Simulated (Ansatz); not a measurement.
The lowest singlet and triplet of BH (SMILES [BH]); geometries from B3LYP-D3(BJ)/def2-TZVP, each state relaxed from the structure named, with no frequency check.
Singlet (charge 0, multiplicity 1):
```
atom   x (Å)   y (Å)    z (Å)
----  ------  ------  -------
B     0.0000  0.0000  -0.2055
H     0.0000  0.0000   1.0276
```

A positive gap puts the triplet lower; no zero-point energy. R- takes a restricted singlet. The triplet is unrestricted in single-reference levels. Active spaces average the two states.

Correlated levels freeze the cores.

Programs: Ansatz (Gaussian orbitals). Values without a source in brackets are computed.

Q: Estimate the gap E(singlet) − E(triplet), vertical, at the singlet's geometry that R-MP2/cc-pVTZ returns for this input.

A: -23.5 kcal/mol

Doubts at one or more of the structures used: a restricted determinant that unrestricted orbitals would lower (R-MP2/cc-pVTZ).

Ansatz is a quantum-chemistry and plane-wave program.
